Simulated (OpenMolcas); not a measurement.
SiH2OF2 (SMILES O[SiH](F)F): the dipole moment, rung by rung

SiH2OF2 has 6 atoms, charge 0, and is taken as a singlet. SMILES: `O[SiH](F)F`. The coordinates come from a PBE0-D4/def2-TZVP relaxation. This is one conformer, not always the lowest.

```xyz
6

O     0.0277    1.1379   -0.5564
Si    0.1214   -0.2362    0.2852
F     0.7318   -1.4051   -0.5924
F    -1.3155   -0.7397    0.7221
H    -0.4774    1.1830   -1.3695
H     0.9541   -0.0038    1.4649
```

Quantity: the dipole moment, in D. The values are calculated.

```
           level             kind     program  value (D)
    HF/6-311+G**     Hartree–Fock  OpenMolcas       1.20
revPBE/6-311+G**              GGA  OpenMolcas       1.17
 M06-L/6-311+G**         meta-GGA  OpenMolcas       1.21
r2SCAN/6-311+G**         meta-GGA  OpenMolcas       1.19
 B3LYP/6-311+G**    global hybrid  OpenMolcas       1.17
 BHLYP/6-311+G**    global hybrid  OpenMolcas       1.19
M06-2X/6-311+G**  hybrid meta-GGA  OpenMolcas       1.17
  PBE0/6-311+G**    global hybrid  OpenMolcas       1.19
```

The values span 1.17 to 1.21 D. Magnitudes only.
